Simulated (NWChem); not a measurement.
Program: NWChem. System: HGe (+1), charge 1, spin multiplicity 1, at a geometry optimised with PBE0/def2-SVP. The structure started from a generated list of species. Level: CR-EOMCCSD(T)/def2-SVPD, 9 core orbitals frozen.

The NWChem input:

```
start mol
memory heap 100 mb stack 700 mb global 1900 mb
charge 1
geometry units angstroms nocenter noautoz
  Ge     0.000000     0.000000     0.048235
  H      0.000000     0.000000    -1.543507
  symmetry group C2v
end
basis spherical
  * library def2-svpd
end
scf
  rhf
  nopen 0
  maxiter 100
  thresh 1e-7
  semidirect memsize 60000000 filesize 0
end
tce
  freeze core 9
  creomsd(t)
  nroots 1
  2eorb
  2emet 13
  thresh 1e-5
  maxiter 200
  tilesize 24
end
task tce energy
```

Part of the output:

```
             Northwest Computational Chemistry Package (NWChem) 7.3.0
             --------------------------------------------------------

                                NWChem Input Module
                                -------------------

 Scaling coordinates for geometry "geometry" by  1.889725989
 (inverse scale =  0.529177249)

 Turning off AUTOSYM since
 SYMMETRY directive was detected!

                             Geometry "geometry" -> ""
                             -------------------------

 Output coordinates in angstroms (scale by  1.889725989 to convert to a.u.)

  No.       Tag          Charge          X              Y              Z
 ---- ---------------- ---------- -------------- -------------- --------------
    1 Ge                  32.0000     0.00000000     0.00000000     0.04823500
    2 H                    1.0000     0.00000000     0.00000000    -1.54350700

 Effective nuclear repulsion energy (a.u.)      10.6384526940

            Nuclear Dipole moment (a.u.)
            ----------------------------
        X                 Y               Z
 ---------------- ---------------- ----------------
     0.0000000000     0.0000000000     0.0000245664

      Symmetry information
      --------------------

 Group name             C2v
 Group number             16
 Group order               4
 No. of unique centers     2

      Symmetry unique atoms

     1    2


 Summary of "ao basis" -> "" (spherical)
 ------------------------------------------------------------------------------
       Tag                 Description            Shells   Functions and Types
 ---------------- ------------------------------  ------  ---------------------
 *                         def2-svpd                  on all atoms

 Summary of "ao basis" -> "ao basis" (spherical)
 ------------------------------------------------------------------------------
       Tag                 Description            Shells   Functions and Types
 ---------------- ------------------------------  ------  ---------------------
 Ge                        def2-svpd                14       38   6s4p4d
[...]
                   / eV      =        3.363497857284332
 largest EOMCCSD amplitudes: R1 and R2

 Singles contributions
    18b1  (alpha) ---    15a1  (alpha)       -0.1151779157
    18b1  (alpha) ---    16a1  (alpha)        0.9259253514

 Doubles contributions
    20a1  (alpha)    18b1  (beta ) ---    16a1  (alpha)    15a1  (beta )       -0.1002112046
    18b1  (alpha)    20a1  (beta ) ---    15a1  (alpha)    16a1  (beta )       -0.1002112046
======= CR-EOMCCSD(T) calculation ======
corresponding R0 value =     0.000000

CR-EOMCCSD(T) Intermediates cpu wall time             0.8            0.8
 creom_N i2_1 nr of boxes                   168
 creom_N i2_2 nr of boxes                   168
 creom_N i2_3 nr of boxes                   168
 creom_N i2_4 nr of boxes                   168

CR-EOMCCSD(T) triples loop cpu wall             0.4            0.4

 CR-EOMCCSD(T)  total energy / hartree       =     -2075.439118976001282
 CR-EOMCCSD(T)  excitation energy (eV)       =      3.30179

 =========================================
 Excited-state calculation ( b2  symmetry)
 =========================================
 Dim. of EOMCC iter. space      500

 EOMCCSD SOLVER TYPE  1
  maxdiff =   0.39626214430823425

 No. of initial right vectors    1

 EOM-CCSD right-hand side iterations
 --------------------------------------------------------------
      Residuum       Omega / hartree  Omega / eV    Cpu    Wall
 --------------------------------------------------------------

 Iteration   1 using    1 trial vectors
   0.3625996774959   0.1926817687410    5.24314     0.5     0.5

 Iteration   2 using    2 trial vectors
   0.1058922135456   0.1295765074602    3.52596     0.4     0.4

 Iteration   3 using    3 trial vectors
   0.0435504466409   0.1247953801639    3.39586     0.3     0.3

 Iteration   4 using    4 trial vectors
   0.0189384210409   0.1237496644358    3.36740     0.3     0.3

 Iteration   5 using    5 trial vectors
   0.0079673987606   0.1236159004560    3.36376     0.3     0.3

 Iteration   6 using    6 trial vectors
   0.0030631636836   0.1236035071431    3.36342     0.3     0.3

 Iteration   7 using    7 trial vectors
   0.0008215544167   0.1235977697956    3.36327     0.4     0.4

 Iteration   8 using    8 trial vectors
   0.0002415593023   0.1236056050482    3.36348     0.4     0.4

 Iteration   9 using    9 trial vectors
   0.0000725274076   0.1236060405450    3.36349     0.4     0.4

 Iteration  10 using   10 trial vectors
   0.0000190239460   0.1236061341490    3.36350     0.5     0.5

 Iteration  11 using   11 trial vectors
   0.0000053714096   0.1236062216332    3.36350     0.4     0.4
 --------------------------------------------------------------
 Iterations converged
 ------------------

 Excited state root  1
 Excitation energy / hartree =        0.123606221633160
                   / eV      =        3.363497857284310
 largest EOMCCSD amplitudes: R1 and R2

 Singles contributions
    17b2  (alpha) ---    15a1  (alpha)       -0.1151779157
    17b2  (alpha) ---    16a1  (alpha)        0.9259253514

 Doubles contributions
    20a1  (alpha)    17b2  (beta ) ---    16a1  (alpha)    15a1  (beta )       -0.1002112046
    17b2  (alpha)    20a1  (beta ) ---    15a1  (alpha)    16a1  (beta )       -0.1002112046
======= CR-EOMCCSD(T) calculation ======
corresponding R0 value =     0.000000

CR-EOMCCSD(T) Intermediates cpu wall time             0.9            0.9
 creom_N i2_1 nr of boxes                   168
 creom_N i2_2 nr of boxes                   168
 creom_N i2_3 nr of boxes                   168
 creom_N i2_4 nr of boxes                   168

CR-EOMCCSD(T) triples loop cpu wall             0.5            0.5

 CR-EOMCCSD(T)  total energy / hartree       =     -2075.439118976001282
 CR-EOMCCSD(T)  excitation energy (eV)       =      3.30179

 Task  times  cpu:       30.5s     wall:       30.5s

 Total times  cpu:       30.6s     wall:       30.6s
```
